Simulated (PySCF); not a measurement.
C3H7NSSi.
SMILES: `C1[SiH2]N(C)C1=S`

Jobs on this species (13 atoms, 62 electrons) with PySCF (density fitting). Hardware of each: an Arm Neoverse V1 with one thread (shared host). Times come from a shared host and carry two figures at best. Peak memory is the resident size of the whole Python process, interpreter and libraries included.

Question: Rank these jobs by wall time, shortest first.
A. PBE0/cc-pVDZ; shieldings, ring-centre shieldings, charges and field gradients; 127 basis functions
B. PBE0/def2-SVPD; 10 singlets by full TDDFT, 4 Tamm–Dancoff triplets, polarisability, ΔSCF ions; 187 basis functions
C. PBE0/cc-pVTZ; shieldings, ring-centre shieldings, charges and field gradients; 286 basis functions

Answer: A (15 s), C (50 s), B (86 s).

All jobs:

| level and settings | work | basis functions | SCF cycles | wall time | peak memory |
| --- | --- | --- | --- | --- | --- |
| PBE0/cc-pVDZ | shieldings, ring-centre shieldings, charges and field gradients | 127 | 14 | 15 s | 0.70 GiB |
| WP04/pcSseg-1 | shieldings, ring-centre shieldings | 151 | 15 | 15 s | 0.84 GiB |
| wB97X-D/pcSseg-1 | shieldings, ring-centre shieldings | 151 | 15 | 22 s | 0.87 GiB |
| KT2/pcSseg-1 | shieldings, ring-centre shieldings | 151 | 16 | 23 s | 0.73 GiB |
| PBE0/aug-cc-pVDZ | 10 singlets by full TDDFT, 4 Tamm–Dancoff triplets, polarisability | 209 | 14 | 36 s | 0.81 GiB |
| PBE0/def2-TZVP | 10 singlets by full TDDFT, 4 Tamm–Dancoff triplets, polarisability | 240 | 14 | 43 s | 0.91 GiB |
| PBE0/cc-pVTZ | shieldings, ring-centre shieldings, charges and field gradients | 286 | 14 | 50 s | 1.1 GiB |
| PBE0/def2-TZVPD | 10 singlets by full TDDFT, 4 Tamm–Dancoff triplets, polarisability | 300 | 14 | 64 s | 1.1 GiB |
| PBE0/def2-SVPD | 10 singlets by full TDDFT, 4 Tamm–Dancoff triplets, polarisability, ΔSCF ions | 187 | 14 | 86 s | 0.83 GiB |

Question: What do all jobs in the table cost together?

Answer: About 5.9 min; the longest takes about 24 % of that, and about 5.7 times as long as the shortest.
